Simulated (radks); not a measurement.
Initial-state core-level shifts of the promethium ion Pm+ when its valence configuration changes from [Xe] 4f5 6s1. All-electron calculation, scalar-relativistic Kohn-Sham, BLYP, spin-polarised, spherical densities, finite nucleus; open shells are filled with parallel spins first (spin-orbit coupling, left out, can overturn this in heavy ions); Fermi nuclear charge, rms radius 4.962 fm. Program: a radial shooting solver on a logarithmic mesh with Libxc functionals. Shifts are changes of the shell-averaged eigenvalues in eV (positive: less bound); the change of the density at the nucleus, which sets a Mossbauer isomer shift, is in e/bohr^3, on a base of 5.14e+05.

valence               1s       3s       3d       4d  density at nucleus
4f4.5 6s1.5       -4.152   -4.853   -4.808   -4.445              +28.08
4f3.5 6s1.5 6p1  -14.911  -17.387  -17.231  -15.720              +69.12
4f4 6s1 6p1       -9.827  -11.361  -11.264  -10.394              +32.60
4f5 6p1           -1.166   -1.137   -1.139   -1.155              -25.78
4f3 6s1 6p2      -21.222  -24.750  -24.528  -22.230              +73.58
4f4 5d1 6s1       -6.437   -7.948   -7.835   -6.957              +26.51
4f4 5d0.5 6s1.5   -7.600   -9.120   -9.015   -8.146              +42.95
4f4 6p2          -10.945  -12.468  -12.372  -11.505               +1.37
4f2 6s2 6p2      -33.031  -38.905  -38.543  -34.256             +165.45
